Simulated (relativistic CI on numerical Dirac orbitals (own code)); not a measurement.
# One change at a time: Ho⁵⁵⁺

Base calculation: Dirac-Coulomb-Breit CI, orbitals from a KLI potential per configuration, model QED (radiative potential, 1s self-energy scaled to tabulated hydrogen-like ionisation energies), unscaled Slater integrals.

CI space (outside the closed core [Ne]): 3s2, 3s 3p, 3p2, 3s 3d, 3d2, 3p 3d, 3p 4s, 3d 4s, 3s 4s, 3s 4p, 3s 4d, 3s 4f, 3s 5s, 3s 5p, 3s 5d, 4s2, 3s 5f, 3s 5g, 3s 6s, 3s 6p, 3s 6d. Levels of other configurations are missing.

Variants: (1) P86 correlation estimate; (2) configuration mixing switched off; (3) non-relativistic limit. Shifts of the energy above 3s2 1S_0, in eV, for the lowest level and the first level of each name with at least 55 % of one term (blank where a level changes its place among those of its configuration and J or its character, or is not in the variant):

```
      Level     Base    Δ(1)    Δ(2)      Δ(3)
   3s2 1S_0    0.000   0.000   0.000     0.000
3s 3p 3P°_0  119.126  +0.161  -3.631   -17.226
3s 3p 3P°_1  132.595  +0.161  -2.867   -30.695
   3p2 3P_0  286.227  +0.302  -4.721   -51.532
3s 3p 3P°_2  349.964  +0.161  -3.501  -248.064
3s 3p 1P°_1  383.702  +0.161  -0.979  -239.327
   3p2 1D_2  503.167  +0.266  +6.911  -269.367
   3p2 3P_1  504.593  +0.305  -3.461  -269.899
 3s 3d 3D_1  539.614  +0.044  -4.073  -255.644
 3s 3d 3D_2  549.426  +0.069  -8.143  -265.456
 3s 3d 3D_3  592.008  +0.044  -4.083  -308.038
 3s 3d 1D_2  607.955  +0.063  -7.036  -293.737
3p 3d 3F°_2  668.337  +0.154  -4.058  -275.317
   3p2 3P_2  743.139  +0.300  -5.830  -508.444
```

At this charge energies of transitions that change n are usually good to better than 1 %, and those within a shell (Δn = 0) to a few per cent.

Ionisation energy from the two ground configurations alone: base 5493.4 eV. The NIST ASD value (theoretical) is 5494 eV.

LS names give the leading component of a level, which can be under half, so a name can repeat, a term be missing and a line seem to break the LS rules.
